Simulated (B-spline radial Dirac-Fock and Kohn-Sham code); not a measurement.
## Subshell photoionisation cross sections of Si⁺ against photon energy

System: the Si⁺ ion, configuration [Ne] 3s2 3p1.

The computed values come from an atomic code on a B-spline grid: Dirac-Hartree-Slater photoionisation with all multipoles and Dirac-Fock thresholds. Values are in kb; a dash marks an energy below the computed threshold.

```
hν (eV)        2s     2p1/2     2p3/2     3p1/2     3p3/2
   32.7         –         –         –      59.1       121
   65.6         –         –         –      55.3       111
   92.6         –         –         –      36.3      72.6
    157         –      1450      2910      13.8      27.5
    251       367       592      1180      5.05      10.0
    619      83.9      55.3       109     0.529      1.04
    623      82.9      54.3       107     0.520      1.03
    838      46.0      22.6      44.6     0.222     0.437
    861      43.5      20.9      41.1     0.205     0.403
   1390      15.4      4.69      9.20    0.0477    0.0937
   2390      4.30     0.781      1.53   0.00821    0.0160
   2770      2.99     0.471     0.918   0.00497   0.00970
   2960      2.53     0.374     0.729   0.00396   0.00772
   3220      2.04     0.279     0.543   0.00296   0.00576
   8420     0.153   0.00844    0.0162  9.19e-05  0.000177
  10300    0.0860   0.00393   0.00753  4.28e-05  8.21e-05
  16200    0.0228  0.000682   0.00129  7.47e-06  1.42e-05
  16400    0.0220  0.000650   0.00123  7.12e-06  1.35e-05
  17400    0.0184  0.000516  0.000976  5.66e-06  1.07e-05
  21400   0.00985  0.000229  0.000430  2.52e-06  4.73e-06
  22800   0.00812  0.000178  0.000334  1.96e-06  3.68e-06
  38600   0.00159  2.21e-05  4.06e-05  2.44e-07  4.48e-07
  41100   0.00131  1.72e-05  3.16e-05  1.90e-07  3.49e-07
  72700  0.000214  1.82e-06  3.22e-06  2.01e-08  3.56e-08
```

At 72700 eV the multipoles beyond E1 give 20.1 % of 2s, 31.7 % of 2p1/2, 30.8 % of 2p3/2, 31.6 % of 3p1/2, 30.7 % of 3p3/2.

Run: 3.5 s of CPU time on 1 thread of Neoverse-V1 (shared host), peak memory 0.34 GiB.
